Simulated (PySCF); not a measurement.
Computed with PBE-D3(BJ)/def2-TZVP // PBE0-D3(BJ)/def2-TZVP (PySCF). Isolated molecules, 0 K electronic values unless said otherwise. One relaxed conformer stands for a flexible species; it need not be the lowest. Delta-SCF ions had no search for a lower state. Excitations are Tamm–Dancoff values on a coarser integration grid. The basis has no diffuse functions, so Rydberg states are missing or too high.

Reference species (SMILES): `C=[SiH]CO` (C–Si–C–O torsion -4°, Si–C–O–H torsion -47°) (neutral, multiplicity 1).

```
Property                                  Result
--------------------------------------  --------
LUMO                                    -1.76 eV
HOMO–LUMO gap                            3.75 eV
vertical ionisation energy (Delta-SCF)   8.52 eV
T1 excitation (TDA)                      2.88 eV
```

Changed species: `[SeH][SiH]=C` (C–Si–Se–H torsion 0°) (X = selanyl; the reference has X = hydroxymethyl).

Task: Predict the effect on the LUMO, HOMO–LUMO gap, vertical ionisation energy (Delta-SCF) and T1 excitation (TDA).

Result: the LUMO increases by 0.03 eV, to -1.73 eV; the HOMO–LUMO gap decreases by 0.22 eV, to 3.53 eV; the vertical ionisation energy (Delta-SCF) decreases by 0.42 eV, to 8.10 eV; the T1 excitation (TDA) decreases by 0.05 eV, to 2.83 eV.
